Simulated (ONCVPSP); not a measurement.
**Varying the ONCV potential for S**

Base potential:

```
Element                 : sulfur
Generator               : ONCVPSP 4.0.1
Type                    : optimised norm-conserving Vanderbilt (ONCV)
Functional              : PBE
Relativity              : fully relativistic
Frozen core             : [Ne]
Valence charge          : 6
Reference configuration : 3s2 3p4
Partial waves           : 3s: rc 1.20 bohr, ncon 3, nbas 7, qcut 4.3 1/bohr, 3 projectors, debl 2.3 Ha; 3p: rc 1.45 bohr, ncon 4, nbas 7, qcut 6 1/bohr, 2 projectors, debl 3.1 Ha
Local potential         : polynomial inside 1.15 bohr (lpopt 5, dvloc0 1 Ha)
Core correction         : Teter function, fcfact 5, rcfact 1.7
```

Open shells are filled in proportion to 2j + 1.

Cutoffs, loose and tight: the cutoffs (Ha) at which the residual kinetic energy of the hardest occupied pseudo-wave falls to 1 and 0.1 mHa per electron. They do not see the model core or the augmentation charge, which bear on the density cutoff. Test errors are all-electron minus pseudo excitation energies from the reference, over the configurations 3s2 3p3; 3s2 3p2; 3s2 3p1; 3s1 3p4. A dash means not determined; rows that change the core or the reference have their own tests.

For the base: The cutoffs count occupied waves only; projector 2 of the s channel, the hardest unoccupied one, needs 115 Ha at the loose tolerance.

A true bound ghost makes a file unfit for plane-wave use even where its test errors are small: the radial tests pick states by their node count and pass the ghost by.

```tsv
change	outcome	cutoff, loose	cutoff, tight	bound ghosts	GHOST(+) flags above zero	largest test error (meV)
base	generated	23 Ha	78 Ha	s	none	-30
p: rc 1.02; local potential polynomial inside 1.02 bohr (lpopt 5, dvloc0 1 Ha)	generated	133 Ha	161 Ha	s, p3/2, p1/2	s	-52
p: rc 1.14; local potential polynomial inside 1.14 bohr (lpopt 5, dvloc0 1 Ha)	generated	88 Ha	112 Ha	s, p3/2, p1/2	none	-42
p: rc 1.26	generated	23 Ha	79 Ha	s	p3/2, p1/2	-34
p: rc 1.38	generated	23 Ha	78 Ha	s	none	-31
p: rc 1.5	generated	23 Ha	78 Ha	s	none	-30
p: rc 1.62	generated	23 Ha	78 Ha	s	none	-31
p: rc 1.76	generated	23 Ha	78 Ha	s	none	-35
p: rc 1.88	generated	23 Ha	78 Ha	s	none	-41
p: rc 2	generated	23 Ha	78 Ha	s	none	-49
p: rc 2.14	generated	23 Ha	78 Ha	s	none	-63
```

Reading the sweep of the p radius (base included, trends over the rows without a ghost): Bound ghosts are found at 1.02, 1.14, 1.26, 1.38, 1.45, 1.5, 1.62, 1.76, 1.88, 2, 2.14 bohr. Every judged row has one, so this setting neither creates nor removes them.
